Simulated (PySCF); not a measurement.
**Computed properties of C₄H₇FO₂, SMILES C=C(OCCO)F**

C₄H₇FO₂, SMILES C=C(F)OCCO. Geometry: B3LYP-D3(BJ)/def2-SVP. This is a generated structure with no PubChem entry under its InChIKey; it may be hypothetical. The values are those of a single conformer. All values are computed for the isolated molecule unless a solvent is named; none is compared with measurement here.

**Structure.** All 36 harmonic modes at B3LYP-D3(BJ)/def2-SVP (PySCF) are real, so it is a minimum. With heavy atoms numbered as in [CH2:1]=[C:2]([F:3])[O:4][CH2:5][CH2:6][OH:7], the shortest bond between them is C1–C2 at 1.332 Å and the longest C5–C6 at 1.515 Å.

**Vibrations.** The strongest infrared lines (harmonic, unscaled, degenerate partners summed) lie at 1774 cm⁻¹ (342 km/mol, C 92 %), 1312 cm⁻¹ (319 km/mol, C 60 %, H 19 %, O 16 %), 1085 cm⁻¹ (120 km/mol, O 39 %, C 34 %, H 27 %). The softest mode is at 42 cm⁻¹ and the zero-point energy is 69.5 kcal/mol.

**Electronic structure.** r2SCAN/def2-TZVP (PySCF) places the frontier levels at -6.12 and -0.22 eV, a gap of 5.90 eV, and gives a dipole moment of 0.59 D and a mean polarisability of 59.9 bohr³. PBE/def2-TZVP (PySCF) at the same geometry gives -5.89 and -0.49 eV, so its gap is 0.50 eV narrower. An orbital gap is neither the optical nor the fundamental gap.

**Excitations.** TDA-CAM-B3LYP/def2-SVPD (PySCF) has S1 at 6.75 eV (184 nm, f = 0.037, weak); the most intense of the 6 singlets computed lies at 7.51 eV (f = 0.41). T1 (TDA) is at 4.39 eV, 2.36 eV under S1. TDA-PBE/def2-SVPD (PySCF) puts S1 at 5.81 eV. No vertical singlet excitation falls in the visible range (under 3.1 eV).

**NMR.** GIAO shifts at PBE0/pcSseg-1 (PySCF) (non-relativistic, atoms alike by connectivity averaged): ¹³C from 65.3 to 173.6 ppm against TMS; ¹H from 1.7 to 4.2 ppm against TMS; ¹⁹F at -90.1 ppm against CFCl3.

**Solvation.** SMD-M06-2X/def2-SVP (PySCF) gives -4.0 kcal/mol in water, -5.0 kcal/mol in 1-octanol, -5.2 kcal/mol in dichloromethane (1 M in both phases, gas-phase geometry); of these solvents dichloromethane holds the molecule best.
